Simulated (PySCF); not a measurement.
**Exercise with solution: oscillator strength and radiative lifetime**

GeH7NSi, SMILES N[SiH2][GeH3].

Coordinates come from a PBE0-D3(BJ)/def2-SVP optimisation. The structure was generated by enumeration, and PubChem lists no compound with its InChIKey, so it may never have been made. One conformer was computed; it need not be the lowest.

TDA-LC-ωPBE/def2-SVPD run with PySCF 2.14.0 puts the first singlet state with f over 0.02 at 6.24 eV (vertical), with the transition dipole (-0.196, -0.350, 0.000) in atomic units.

Find the oscillator strength, the wavelength and the radiative lifetime that this transition would have in vacuum if emission retraced absorption.


|μ|² = 0.1609 au, so |μ| = 1.02 D. ΔE = 6.24/27.211 = 0.2293 hartree. f = (2/3) ΔE |μ|² = 0.025 (the program prints 0.025).
λ = 1239.84/6.24 = 199 nm; ν = 50329 cm⁻¹.
Einstein's coefficient A = 0.6670 ν² f s⁻¹ (ν in cm⁻¹) = 4.2e7 s⁻¹, so τ = 1/A = 24 ns. This state is S1. The figure is the radiative limit of this one transition; relaxation, internal conversion, crossing to triplets and a medium change what is measured.
